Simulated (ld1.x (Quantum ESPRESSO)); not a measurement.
# fluorine (F): excitation energies, all-electron against TM

| Property | Result |
| --- | --- |
| Element | fluorine |
| Generator | ld1.x (Quantum ESPRESSO) 7.5 |
| Type | norm-conserving Troullier–Martins (Kleinman–Bylander form) |
| Functional | LDA (PZ) |
| Relativity | non-relativistic |
| Frozen core | [He] |
| Valence charge | 7 |
| Reference configuration | 2s2 2p4.75 (charge +0.25) |
| Partial waves | 2s (bound): rc 0.85 bohr; 3d channel at 0.05 Ry: rc 1.25 bohr; 2p (bound): rc 1.70 bohr |
| Local potential | the p channel |
| Core correction | a·sin(br)/r model core inside 0.55 bohr |

Energies are relative to the spin-unpolarised reference configuration 2s2 2p4.75; without spin polarisation the order of configurations can differ from experiment. Spin-polarised rows fill each open shell by Hund’s rule, majority spin first.

(1) Give the all-electron excitation energy and the error of the potential for: 2s2 2p5; 2s2 2p4; 2s2 2p3; 2s1 2p5; 2s2 2p4.5; 2s2 2p5.3; 2s2 2p1; 2s2 2p4.75 (spin-polarised); 2s2 2p5 (spin-polarised).

Levels in the configuration 2s2 2p5.3:

```tsv
level	all-electron (eV)	pseudo (eV)
2s	-25.088	-24.988
2p	-6.958	-6.920
```

Answers

(1)

```json
{"valence configuration": "2s2 2p5", "charge": "0", "ΔE all-electron (eV)": "-3.311", "error AE − PS (meV)": "-1.8"}
{"valence configuration": "2s2 2p4", "charge": "+1", "ΔE all-electron (eV)": "16.255", "error AE − PS (meV)": "+2.1"}
{"valence configuration": "2s2 2p3", "charge": "+2", "ΔE all-electron (eV)": "54.777", "error AE − PS (meV)": "+216"}
{"valence configuration": "2s1 2p5", "charge": "+1", "ΔE all-electron (eV)": "34.815", "error AE − PS (meV)": "-135"}
{"valence configuration": "2s2 2p4.5", "charge": "+0.5", "ΔE all-electron (eV)": "4.325", "error AE − PS (meV)": "-1.0"}
{"valence configuration": "2s2 2p5.3", "charge": "-0.3", "ΔE all-electron (eV)": "-6.040", "error AE − PS (meV)": "-9.9"}
{"valence configuration": "2s2 2p1", "charge": "+4", "ΔE all-electron (eV)": "201.378", "error AE − PS (meV)": "+4147"}
{"valence configuration": "2s2 2p4.75 (spin-polarised)", "charge": "+0.25", "ΔE all-electron (eV)": "-0.620", "error AE − PS (meV)": "+0.9"}
{"valence configuration": "2s2 2p5 (spin-polarised)", "charge": "0", "ΔE all-electron (eV)": "-3.691", "error AE − PS (meV)": "-0.6"}
```
